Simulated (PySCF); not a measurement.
PySCF 2.14 output of an unrestricted PBE calculation on a single atom or ion in cc-pVTZ, with no relativity, point nucleus:

```
SCF conv_tol = 1e-09
number electrons alpha = 3  beta = 1
    J. P. Perdew, K. Burke, and M. Ernzerhof.,  Phys. Rev. Lett. 77, 3865 (1996)
    J. P. Perdew, K. Burke, and M. Ernzerhof.,  Phys. Rev. Lett. 78, 1396 (1997)
    J. P. Perdew, K. Burke, and M. Ernzerhof.,  Phys. Rev. Lett. 77, 3865 (1996)
    J. P. Perdew, K. Burke, and M. Ernzerhof.,  Phys. Rev. Lett. 78, 1396 (1997)
cycle= 1 E= -14.4100141044427  delta_E= -0.00173  |g|= 0.0073  |ddm|= 0.417
cycle= 2 E= -14.4101188235889  delta_E= -0.000105  |g|= 0.00337  |ddm|= 0.124
cycle= 3 E= -14.4101419345667  delta_E= -2.31e-05  |g|= 0.000224  |ddm|= 0.0412
cycle= 4 E= -14.4101419561341  delta_E= -2.16e-08  |g|= 1.69e-05  |ddm|= 0.000646
cycle= 5 E= -14.4101419564186  delta_E= -2.85e-10  |g|= 2.17e-07  |ddm|= 4.96e-05
converged SCF energy = -14.4101419564186  <S^2> = 2.0000135  2S+1 = 3.000009
```

The run itself started from symmetry-adapted Hartree-Fock orbitals and held the occupation by maximum overlap, on a logarithmic radial grid, so the iterations belong to that start.

**Question.** Which element, charge and spin multiplicity is this?

**Answer.** Be (beryllium, neutral), multiplicity 3; the state was [He] 2p2, high-spin 3P determinant (an excited configuration).
